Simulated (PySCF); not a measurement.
# Dipole response of Co³⁺ (cobalt, charge +3)

[Ar] 3d6, high-spin 5D determinant. Calculation: PySCF 2.14, in aug-cc-pVTZ (8s7p5d3f2g, 93 functions); no relativity, point nucleus. Coupled (time-dependent) response in atomic units; α is the mean over directions.

```json
{"method": "B3LYP", "mean α (bohr³)": "1.798", "α xx, yy, zz": "1.872, 1.872, 1.648", "C₆ (like pair)": "4.321", "S(−4)": "1.112"}
```

S(−4) is the Cauchy moment in α(ω) = α(0) + S(−4) ω² + …

α(iu) at B3LYP:

```
u (hartree)  α(iu) (bohr³)
          0          1.798
     0.0500          1.795
      0.100          1.787
      0.200          1.755
      0.300          1.707
      0.500          1.583
      0.750          1.413
       1.00          1.255
       1.50         0.9976
       2.00         0.8051
       3.00         0.5495
       5.00         0.2971
```

A single London oscillator, α(iu) = α/(1 + u²/ω²), gives C₆ = (3/4) ω α². Matching the computed C₆ needs ω = 4 × 4.321 / (3 × 1.798²) = 1.78 hartree.

For an ion, C₆ is the dispersion term alone; charge-induced terms of lower order in 1/R come first.

The components differ because the open shell of this determinant is not spherical; for a pure term their mean is the scalar polarisability.
